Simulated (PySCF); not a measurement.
Gas-phase reaction: 2 GaHCl₂ → GaH₂Cl + Cl + GaCl₂

Method: PySCF energies plus ideal-gas RRHO corrections (1 bar). † marks an energy on the PBE0/def2-TZVP geometry and frequencies; other levels use their own. MP2 freezes the core. Open shells (unrestricted): Cl (multiplicity 2), GaCl₂ (multiplicity 2); the rest are closed-shell singlets. Spin-orbit splitting is ignored; it lowers the true energy and changes the entropy of Cl. Ga: all electrons, no relativistic terms. GaHCl₂, GaH₂Cl, GaCl₂: computed as isolated molecules; such fragments, hydroxides, amides, oligomers or adducts are transient or little studied in the gas. MP2 isn't extrapolated to the basis-set limit.

| level | ΔH°(298 K), kJ |
|---|---|
| MP2/def2-TZVPP† | ? |
| PBE/def2-SVP | ? |
| PBE/def2-TZVP† | ? |
| PBE0/def2-QZVP† | 420 |
| r2SCAN/def2-TZVP† | 425 |
| ωB97X-V/def2-TZVP† | 436 |

### Question
Complete the blanks.

### Answer

- MP2/def2-TZVPP†, ΔH°(298 K), kJ: 447
- PBE/def2-SVP, ΔH°(298 K), kJ: 422
- PBE/def2-TZVP†, ΔH°(298 K), kJ: 417
